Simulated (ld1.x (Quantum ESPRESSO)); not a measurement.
**Hg (Z = 80), TM: configuration errors across variants**

* Element: mercury
* Generator: ld1.x (Quantum ESPRESSO) 7.5
* Type: norm-conserving Troullier–Martins (Kleinman–Bylander form)
* Functional: PBEsol
* Relativity: scalar-relativistic
* Frozen core: [Xe] 4f14
* Valence charge: 12
* Reference configuration: 5d10 6s2 6p0
* Partial waves: 6s (bound): rc 1.90 bohr; 6p (bound, empty): rc 2.30 bohr; 5d (bound): rc 1.55 bohr
* Local potential: the d channel
* Core correction: Bessel-smoothed model core, default radius (core density twice the valence density)

All-electron excitation energies from the reference (eV): (1) 5d10 6s1 6p0 10.740; (2) 5d10 6s0 6p0 29.744; (3) 5d9 6s0 6p0 65.298; (4) 5d10 6s1.5 6p0 4.382; (5) 5d10 6s0 6p2 12.711.

Tests that are not counted but printed errors over 1 eV. “base”: 5d9 6s2 6p1 (solver errors, printed error -2.8 eV); 5d10 6s0 6p1 (solver errors, printed error -3.2 eV). “all radii but the core radius scaled by about 1.10 (s 2.10, p 2.54, d 1.70 bohr)”: 5d9 6s2 6p1 (solver errors, printed error -2.8 eV); 5d10 6s0 6p2 (solver errors, printed error -11.3 eV). “all radii but the core radius scaled by about 1.19 (s 2.26, p 2.74, d 1.84 bohr)”: 5d10 6s0 6p2 (solver errors, printed error -826 eV); 5d9 6s2 6p1 (solver errors, printed error -2.8 eV); 1 more. “all radii but the core radius scaled by about 1.22 (s 2.32, p 2.82, d 1.90 bohr)”: 5d9 6s2 6p1 (solver errors, printed error -2.8 eV); 5d10 6s0 6p2 (solver errors, printed error -11.3 eV). “all radii but the core radius scaled by about 1.39 (s 2.64, p 3.20, d 2.16 bohr)”: 5d10 6s0 6p2 (solver errors, printed error -994 eV); 5d10 6s0 6p1 (solver errors, printed error -3.2 eV); 1 more.

A true bound ghost makes a file unfit for plane-wave use even where its test errors are small: the radial tests pick states by their node count and pass the ghost by. Where a test does run into it, the solver fails or the error is huge.

Errors AE − PS in meV (a dash: test not solved or not reliable):

```tsv
change	(1)	(2)	(3)	(4)	(5)	bound ghosts
base	-12	-52	-69	-3.2	-20	s, p
all radii but the core radius scaled by about 0.76 (s 1.44, p 1.74, d 1.18 bohr)	-18	-75	-149	-4.6	-69	p, s
all radii but the core radius scaled by about 0.84 (s 1.60, p 1.94, d 1.30 bohr)	-8.8	-32	-90	-2.6	-35	s, p
all radii but the core radius scaled by about 0.90 (s 1.70, p 2.06, d 1.40 bohr)	-9.0	-37	-77	-2.7	-25	s, p
all radii but the core radius scaled by about 0.95 (s 1.80, p 2.18, d 1.46 bohr)	-10	-45	-73	-2.9	-22	s, p
all radii but the core radius scaled by about 1.10 (s 2.10, p 2.54, d 1.70 bohr)	-13	-58	-64	-3.5	–	s, p
all radii but the core radius scaled by about 1.19 (s 2.26, p 2.74, d 1.84 bohr)	-13	-57	-67	-3.4	–	s, p
all radii but the core radius scaled by about 1.22 (s 2.32, p 2.82, d 1.90 bohr)	-12	-56	-70	-3.3	–	s, p
all radii but the core radius scaled by about 1.39 (s 2.64, p 3.20, d 2.16 bohr)	-10	-50	-127	-2.8	–	s, p
```

Give the same row for: all radii but the core radius scaled by about 1.30 (s 2.46, p 2.98, d 2.02 bohr).

-12, -53, -84, -3.1, –; bound ghosts: s, p. Not counted: 5d10 6s0 6p2 (solver errors, printed error -11.3 eV); 5d10 6s0 6p1 (solver errors, printed error -3.2 eV); 1 more.
